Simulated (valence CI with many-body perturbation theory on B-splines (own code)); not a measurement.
**Dy LIV: one-electron terms**

Calculated by configuration interaction combined with many-body perturbation theory (CI+MBPT): three valence electrons over a frozen Dirac-Fock core [Ne], a basis of 11 s, 11 p, 10 d, 8 f, 5 g, 2 h functions for each j, with the one-electron correlation potential Σ1, the two-electron term Σ2, the three-electron term Σ3, Breit, model QED; selected CI, second order for the rest, scaled by the run's own slope (own B-spline code, finite nucleus).

No measured spectrum was set against this ion. As an estimate, large intervals hold to a few tenths of a per cent, small ones and those within an open d or f shell to about a per cent.

These are the spectroscopic orbitals of the CI (the correlating ones are not listed), shaped by the core and the other valence electrons. h is the expectation value of the core's Dirac-Fock operator, without the valence repulsion; Σ1 is computed up to l = 3 at one energy for each symmetry, that of its lowest orbital but kept below the first core excitation, so for empty shells it is not the orbital's own correlation shift; Breit and QED include the response of the core.

```
Orbital  h (hartree)  Σ1 (cm⁻¹)  Breit (cm⁻¹)  QED (cm⁻¹)  ⟨r⟩ (bohr)
  3s1/2      -199.12      -7129         31642       25876      0.2128
  4s1/2      -108.38      -2418         12355       10438      0.3926
  5s1/2      -67.997      -1113          5920        5122      0.6295
  6s1/2      -46.595       -609          3319        2892      0.9213
  7s1/2      -33.907       -371          2046        1790       1.269
  8s1/2      -25.773       -243          1351        1184       1.671
  3p1/2      -194.17      -9256         53133         858      0.2005
  4p1/2      -106.32      -3070         20781         362      0.3835
  5p1/2      -66.964      -1420         10118         183      0.6224
  6p1/2      -46.006       -779          5704         105      0.9167
  7p1/2      -33.539       -475          3529        65.8       1.266
  8p1/2      -25.528       -312          2335        43.8       1.671
  3p3/2      -186.06      -8099         30270        3262      0.2104
  4p3/2      -103.01      -2785         11828        1326      0.3967
  5p3/2      -65.298      -1307          6256         664      0.6390
  6p3/2      -45.054       -723          3539         379      0.9366
  7p3/2      -32.945       -443          2195         236       1.290
  8p3/2      -25.133       -292          1456         157       1.698
  3d3/2      -180.03     -10016         24539        -771      0.1804
  4d3/2      -100.71      -2826          8880        -252      0.3702
  5d3/2      -64.172      -1264          4228        -116      0.6152
  6d3/2      -44.417       -687          2359       -63.2      0.9156
  7d3/2       -32.55       -417          1453       -38.4       1.272
  3d5/2      -178.14      -9001         11791         291      0.1834
  4d5/2      -99.895      -2529          4215         181      0.3739
  5d5/2      -63.753      -1133          2057         103      0.6198
  6d5/2      -44.174       -617          1152        62.4      0.9211
  7d5/2      -32.397       -375           711        40.2       1.278
  4f5/2      -98.668      -2503           920        -138      0.3256
  5f5/2      -63.145      -1212           627       -73.4      0.5734
  6f5/2      -43.829       -681           392       -43.1      0.8764
  7f5/2      -32.182       -422           261       -27.3       1.235
  4f7/2      -98.319      -2387           259        59.9      0.3275
  5f7/2      -62.965      -1151           176        27.8      0.5755
  6f7/2      -43.725       -646           106        15.4      0.8789
  7f7/2      -32.117       -400          70.4         9.5       1.238
  5g7/2      -62.864                     22.0       -33.0      0.5053
  6g7/2      -43.662                     21.7       -19.5      0.8091
  7g7/2      -32.076                     17.0       -12.4       1.169
  5g9/2      -62.758                      4.1        24.7      0.5066
  6g9/2      -43.602                      4.0        14.0      0.8106
  7g9/2      -32.038                      3.0         8.7       1.170
  6h9/2      -43.592                                           0.7195
 6h11/2      -43.551                                           0.7206
```

Among the shells of the start configuration 3s2 3p1, Σ1 is largest in size for 3p1/2, where it is 0.022 % of h.

Lowest root of each symmetry, sizes in configuration state functions:

| J | Parity | Roots | Reference | Variational | Second order | Change by selected CI (cm⁻¹) | Change by second order (cm⁻¹) |
| --- | --- | --- | --- | --- | --- | --- | --- |
| 1/2 | even | 17 | 93 | 11014 | 9431 | -4442 | 0 |
| 3/2 | even | 24 | 147 | 17028 | 18854 | -2464 | 0 |
| 5/2 | even | 21 | 153 | 18081 | 23665 | -3553 | -1 |
| 7/2 | even | 12 | 113 | 17105 | 22478 | -5110 | -1 |
| 9/2 | even | 8 | 71 | 13361 | 20160 | -5211 | -2 |
| 11/2 | even | 2 | 28 | 7425 | 20719 | -10930 | -3 |
| 1/2 | odd | 17 | 90 | 10971 | 10367 | -4407 | 0 |
| 3/2 | odd | 25 | 146 | 17151 | 18776 | -4104 | 0 |
| 5/2 | odd | 20 | 146 | 17881 | 22998 | -4194 | -1 |
| 7/2 | odd | 14 | 114 | 16658 | 24375 | -4720 | -1 |
| 9/2 | odd | 7 | 65 | 12214 | 20302 | -2680 | -1 |
| 11/2 | odd | 3 | 30 | 9200 | 17159 | -6349 | -2 |
